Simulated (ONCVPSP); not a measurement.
# Ar (Z = 18): one change to an ONCV potential, before and after

Ar, optimised norm-conserving Vanderbilt (ONCV), made with ONCVPSP 4.0.1 (PBEsol, scalar-relativistic). Core [Ne], reference 3s2 3p6. Waves: 3s: rc 1.10 bohr, ncon 4, nbas 8, qcut 7.4 1/bohr, 2 projectors, debl 1.1 Ha; 3p: rc 1.45 bohr, ncon 4, nbas 7, qcut 4.9 1/bohr, 1 projector. Local part: polynomial inside 0.90 bohr (lpopt 5, dvloc0 3 Ha). Core correction: Teter function, fcfact 1.5, rcfact 1.25.

Change: s: qcut 6.1.

Cutoffs: the cutoffs (Ha) at which the residual kinetic energy of the hardest occupied pseudo-wave falls to 1 and 0.1 mHa per electron; they do not see the model core or the augmentation charge, which bear on the density cutoff. Errors are all-electron minus pseudo energies relative to the spin-unpolarised reference configuration.

Q: What does the change do?

A: The potential gets neither clearly harder nor softer (20 Ha and 42 Ha → 19 Ha and 52 Ha); the bound ghost in s disappears; the errors of the 4 common tests hardly move.

```tsv
quantity	base	changed
cutoff, loose	20 Ha	19 Ha
cutoff, tight	42 Ha	52 Ha
loose cutoff by channel	s 20 Ha, p 9.3 Ha	s 19 Ha, p 9.3 Ha
bound ghosts	s	none
GHOST(+) flags under 300 eV	none	s at 181.6 eV
error for 3s2 3p5, meV [ΔE 16.01 eV]	+2.5	+2.7
error for 3s2 3p4, meV [ΔE 44.62 eV]	+20	+21
error for 3s2 3p3, meV [ΔE 87.14 eV]	+66	+71
error for 3s2 3p2, meV [ΔE 144.71 eV]	+153	+166
s: phases at 1.12 bohr within 0.05 rad from the reference energy up to (Ha; the scan ends near 5)	to the end of the scan	to the end of the scan
p: phases at 1.47 bohr within 0.05 rad from the reference energy up to (Ha; the scan ends near 5)	3.0	3.0
rms error of d²Exc/dni dnj with the model core, mHa	1.09	1.05
```

 A true bound ghost makes a file unfit for plane-wave use even where its test errors are small: the radial tests pick states by their node count and pass the ghost by.
